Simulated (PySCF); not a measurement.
**[TaO2]+, singlet: molecular constants**

Method: PySCF, PBE0, basis Ta def2-TZVP with ECP60, O def2-TZVP (scalar-relativistic core potentials, no spin–orbit coupling, density fitting).

The structure is a minimum.

```
Point group                                                                   : C2v
Bond lengths                                                                  : Ta–O 1.688 Å (×2)
Bond angles                                                                   : O–Ta–O 103.5°
Entropy at 298.15 K and 1 bar                                                 : 272.8 J/(mol K)
Zero-point energy                                                             : 14.8 kJ/mol
Dipole moment about the centre of mass                                        : 6.11 D
Enthalpy at 298.15 K above 0 K                                                : 10.94 kJ/mol
Rotational symmetry number                                                    : 2
Heat capacity Cp at 298.15 K                                                  : 42.3 J/(mol K)
Lowest empty level                                                            : -10.50 eV
Highest occupied level                                                        : -14.72 eV
Rotational constants                                                          : 0.5675, 0.2999, 0.1962 cm⁻¹
Principal quadrupole moments (Buckingham, traceless) about the centre of mass : -7.66, 0.81, 6.84 D Å
Principal polarisabilities                                                    : 15.8, 27.1, 40.0 bohr³
```

Harmonic modes (masses in u: Ta 180.948, O 15.995):
| symmetry | ω (cm⁻¹) | IR (km/mol) | μ (u) | type |
| --- | --- | --- | --- | --- |
| a1 | 382 | 4.3 | 17.25 | bend |
| b2 | 1016 | 152 | 17.57 | stretch |
| a1 | 1080 | 23.2 | 17.09 | stretch |

In C2v the vibrations span 2a1 + b2. Here b1 is antisymmetric to the molecular plane and b2 lies in it.

Charges (e):
| atom | Mulliken | Löwdin | polar tensor | Mayer order to Ta1 |
| --- | --- | --- | --- | --- |
| Ta1 | 1.69 | 1.29 | 2.22 | – |
| O2,3 | -0.35 | -0.14 | -0.61 | 2.29 |

Mulliken populations on Ta1 (electrons outside its core potential): s 2.16, p 6.11, d 2.91, f 0.13.

Formally Ta is in oxidation state +5, d0. A d0 centre has no lone pair, yet it is C2v rather than linear: covalent bonding through the d orbitals favours lower symmetry. The polar-tensor charge on Ta, 2.22, is far below the formal one.

Other isomers or separated fragments may lie lower. No spin–orbit coupling is included, which matters more the heavier the element.

The final relaxation and frequency run took roughly 110 core-seconds on a shared host.
